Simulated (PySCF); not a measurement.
Correlation energy of C⁻ (carbon, charge -1)

[He] 2s2 2p3, high-spin 4S determinant. Calculation: PySCF 2.14, in aug-cc-pVQZ; the non-relativistic Hamiltonian (point nucleus). Frozen: 1s2; 5 electrons correlated.

| level | correlation energy (mhartree) |
| --- | --- |
| CCSD | -117.17 |
| (T) | -5.19 |
| CCSD(T) | -122.36 |

Diagnostics: T1 = 0.020, D1 = 0.0352, largest double amplitude 0.035.

Is a single reference adequate?

Yes: T1 lies below 0.03 and no double amplitude reaches 0.07.
